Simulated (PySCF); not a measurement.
# Cs (caesium, neutral) across methods

[Xe] 6s1, 2S determinant. Calculation: PySCF 2.14, in aug-cc-pwCVTZ-X2C; the spin-free X2C one-electron Hamiltonian (Gaussian nucleus).

```csv
method,E (hartree),mean ε 5p α (eV),mean ε 5p β (eV),mean ε 6s α (eV),Σ⟨r²⟩ (bohr²),⟨S²⟩
LDA,-7779.27,-13.604,-13.534,-2.392,85.64,0.750
UHF,-7783.10309,-18.539,-18.501,-3.496,93.51,0.751
TPSSh,-7785.82,-14.316,-14.245,-2.329,89.02,0.750
LC-wPBE,-7785.65,-17.937,-17.893,-3.820,89.30,0.750
PBE0,-7785.78,-15.024,-14.948,-2.661,88.10,0.750
r2SCAN,-7786.13,-14.011,-13.966,-2.319,87.91,0.751
M06-2X,-7786.82,-16.400,-16.398,-3.239,86.22,0.750
PBE,-7785.70,-13.519,-13.432,-2.268,87.51,0.750
```

Spin-orbit coupling, which splits the p, d and f shells strongly at this Z, is absent.
